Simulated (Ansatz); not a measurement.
Calculated with Ansatz (gas phase, PBE0-D4/def2-TZVP geometries, no zero-point term in ΔE). CCSD(T)/CBS adds triple-zeta CCSD(T) − MP2 to the extrapolated MP2 energy (def2 sets, frozen cores). This one scheme is used for every species. DFT in def2-TZVPP. For Sc outer-core shells are correlated without core-valence functions, which leaves a few kJ/mol of doubt a bond. Scalar relativity is left out up to krypton. Each species was taken in one conformer, which may not be the lowest.

Consider the ligand exchange at the Sc–Cl bond: `[F][Sc]([Cl])[O][SiH3]` + H–F → `[F][Sc]([F])[O][SiH3]` + HCl.

`[F][Sc]([Cl])[O][SiH3]`:

```xyz
8

F     1.653   -0.604    2.709
Sc    0.140   -0.860    1.710
Cl   -1.588   -2.186    2.463
O     0.034   -0.010    0.056
Si   -0.043    0.742   -1.398
H     0.469    2.132   -1.276
H    -1.450    0.784   -1.876
H     0.785    0.003   -2.387
```

H–F:

Cartesian coordinates in Å:
```
F -0.053 -0.266 0.371
H 0.053 0.266 -0.371
```

`[F][Sc]([F])[O][SiH3]`:

```xyz
8

F    -0.993   -2.044   -2.368
Sc   -0.376   -1.803   -0.648
F    -0.124   -3.262    0.448
O    -0.007   -0.073   -0.015
Si    0.303    1.440    0.521
H     1.110    2.183   -0.484
H     1.060    1.391    1.800
H    -0.974    2.169    0.746
```

HCl:

Cartesian coordinates in Å:
```
Cl -0.512 0.344 -0.169
H 0.512 -0.344 0.169
```

CCSD(T)/CBS gives -0.01 eV.

(1) Another level gave -0.15 eV. Which?
A. B2PLYP/def2-TZVPP
B. revPBE/def2-TZVPP
C. HF/def2-TZVPP
D. SCS-MP2/def2-TZVPP

Largest T1 diagnostic among the species: 0.016.

Results:

(1) B. revPBE -0.15, SCS-MP2/def2-TZVPP -0.07, B2PLYP -0.11, HF/def2-TZVPP 0.01 eV.

From BLYP to BHLYP (50 % exact exchange), in def2-TZVPP and without D4, ΔE moves by +0.13 eV. The D4 term adds +0.04 eV with B3LYP and +0.02 eV with PBE0; it sums over pairs of atoms, weighted by their polarisabilities, and B3LYP, whose exchange is more repulsive, gets the larger term.

B3LYP here is the variant with VWN-RPA as its local correlation; programs differ in this.
